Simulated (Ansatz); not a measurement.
Program: Ansatz. Geometries: PBE0-D4/def2-TZVP. ΔE: electronic, gas phase. CBS: MP2 limit from def2 TZ/QZ plus the TZ coupled-cluster correction, frozen cores. This one scheme is used for every species. DFT in def2-TZVPP. B3LYP here is the variant with VWN-RPA as its local correlation; programs differ in this. Each species was taken in one conformer, which may not be the lowest.

`C=N[SiH](C)O` + HCl → `C=N[SiH](C)Cl` + H₂O  (ligand exchange at the Si–O bond)

Problem. Is it downhill or uphill in electronic energy at CCSD(T)/CBS, and by how much? (Estimate.)

Solution. Ansatz gave: Downhill: ΔE = -12.4 kJ/mol.

Problem. What do these levels give: B3LYP-D4, ωB97X-V, ωB97M-V, B2PLYP, PBE0, CCSD/CBS(def2)? (An estimate is asked.)

Solution. Ansatz gave: B3LYP-D4 -9.1, ωB97X-V -9.2, ωB97M-V -9.8, B2PLYP -6.5, PBE0 -13.8, CCSD/CBS(def2) -10.8 kJ/mol.

Largest T1 diagnostic among the species: 0.012.

In def2-TZVPP, CCSD(T) changes the Hartree–Fock value by −3.9 kJ/mol (the triples alone add −1.6 kJ/mol) and MP2 by −9.0 kJ/mol. The D4 term adds −3.9 kJ/mol with B3LYP and −2.0 kJ/mol with PBE0; it sums over pairs of atoms, weighted by their polarisabilities, and B3LYP, whose exchange is more repulsive, gets the larger term.
